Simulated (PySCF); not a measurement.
# `InChI=1S/C7H14FN2/c1-9(2)5-7(8)6-10(3)4/h5-6H,1-4H3/q+1`, charge +1

Geometry (Å), atoms numbered from 1 in this order:
```xyz
24

C    -3.1840   -0.8542    0.6696
N    -2.6303    0.1948   -0.1821
C    -3.5891    1.0857   -0.8157
C    -1.3385    0.3562   -0.3835
C    -0.2702   -0.3807    0.1265
F    -0.4970   -1.4158    0.9464
C     1.0344   -0.0305   -0.2201
N     2.1713   -0.5874    0.1444
C     2.2500   -1.7460    1.0298
C     3.4362   -0.0539   -0.3352
H    -2.8167   -0.7551    1.6997
H    -4.2752   -0.7591    0.6715
H    -2.9144   -1.8485    0.2892
H    -4.2797    0.5077   -1.4485
H    -4.1755    1.6161   -0.0498
H    -3.0700    1.8232   -1.4394
H    -1.0674    1.1839   -1.0439
H     1.1287    0.8283   -0.8897
H     1.8101   -1.5192    2.0101
H     3.3051   -2.0066    1.1663
H     1.7249   -2.6064    0.5940
H     3.2628    0.8099   -0.9881
H     4.0590    0.2622    0.5155
H     3.9807   -0.8249   -0.9014
```

Total charge +1.

Theory: quadratic response CAM-B3LYP/def2-SVPD first hyperpolarisability, Taylor convention, gas phase in PySCF 2.14.0. Geometry: PBE0-D3(BJ)/def2-SVP.

Question: Give β for the processes computed.

Answer: In au, Taylor convention; the vector part is βᵢ = ⅓ Σⱼ (βᵢⱼⱼ + βⱼᵢⱼ + βⱼⱼᵢ):
| process | λ (nm) | β vector norm | β HRS | depolarisation ratio |
| --- | --- | --- | --- | --- |
| static β(0;0,0) | ∞ | 398.1 | 209.3 | 2.92 |
| second harmonic β(−2ω;ω,ω) | 1907 | 431.5 | 227.7 | 2.98 |
| Pockels β(−ω;ω,0) | 1907 | 408.6 | – | – |
| second harmonic β(−2ω;ω,ω) | 1064 | 530.9 | 283.0 | 3.07 |
| Pockels β(−ω;ω,0) | 1064 | 434.1 | – | – |

Question: Which lowest excitations and polarisabilities go with it?

Answer: S1 4.43 eV (f = 0.916); S2 5.74 eV (f = 0.017); S3 7.01 eV (f = 0.016); isotropic α 119.6 au static, 120.5 au at 1907 nm, 122.6 au at 1064 nm, 123.4 au at 953.5 nm, 134.8 au at 532 nm.
